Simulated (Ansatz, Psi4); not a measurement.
Ansatz (a first-principles code) was given this input:
Ansatz 0.2 input:
```yaml
crystal:
  periodic: [false, false, false]
  atoms:
    - {symbol: C, position_ang: [0.00000000, 0.19874800, -0.78725300]}
    - {symbol: Si, position_ang: [0.00000000, 0.19874800, 1.09291600]}
    - {symbol: H, position_ang: [0.00000000, -0.82101400, -1.17915000]}
    - {symbol: H, position_ang: [-0.88314000, 0.70862900, -1.17915000]}
    - {symbol: H, position_ang: [0.88314000, 0.70862900, -1.17915000]}
    - {symbol: H, position_ang: [-1.20484400, -0.49686900, 1.61589500]}
    - {symbol: H, position_ang: [1.20484400, -0.49686900, 1.61589500]}
basis:
  gaussian:
    orbitals: STO-3G
total_charge: -1
magnetization: {spin_polarized: false}
correlation: {method: ccsd_t, electrons: outside_noble_gas}
accuracy: high
```

Task: Convert this to an input for Psi4.

Result: Several could match; the one computed here: 
```
memory 2 GB

molecule {
-1 1
  C     0.00000000    0.19874800   -0.78725300
  Si    0.00000000    0.19874800    1.09291600
  H     0.00000000   -0.82101400   -1.17915000
  H    -0.88314000    0.70862900   -1.17915000
  H     0.88314000    0.70862900   -1.17915000
  H    -1.20484400   -0.49686900    1.61589500
  H     1.20484400   -0.49686900    1.61589500
}

set basis sto-3g
set freeze_core true
set mp2_type conv
set scf_type pk
set puream true
set d_convergence 1e-8

energy('ccsd(t)')
print_variables()
```

Both were run: Ansatz gave -325.772202 Eh and Psi4 -325.772202 Eh, 0.000 mEh apart.
